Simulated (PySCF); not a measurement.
Ga(H)(Br)(OMe) (CH₄BrGaO), SMILES C[O][GaH][Br]. Heavy atoms are numbered as in [GaH:1]([Br:3])[O:4][CH3:5]. Hydrogens are named by the atom that carries them.

Geometry: PBE0-D3(BJ)/def2-SVP. Other conformers were not sampled.

Method: PBE0/pcSseg-1 run with PySCF.

GIAO shieldings, no solvent; atoms alike by connectivity are averaged. δ = σ(ref) − σ: ¹H against TMS (σ = 31.56 ppm); ¹⁷O against H2O (σ = 334.2 ppm); ¹³C against TMS (σ = 186.3 ppm), references at their B3LYP-D3(BJ)/def2-TZVP geometries, non-relativistic (without spin–orbit terms, shifts of atoms bonded to Cl or Br come out too high).

```csv
nucleus,atoms,count,δ (ppm)
¹H,H on Ga1,1,5.83
¹H,H on C5,3,4.35
¹⁷O,O4,1,110.2
¹³C,C5 (CH3),1,58.2
```
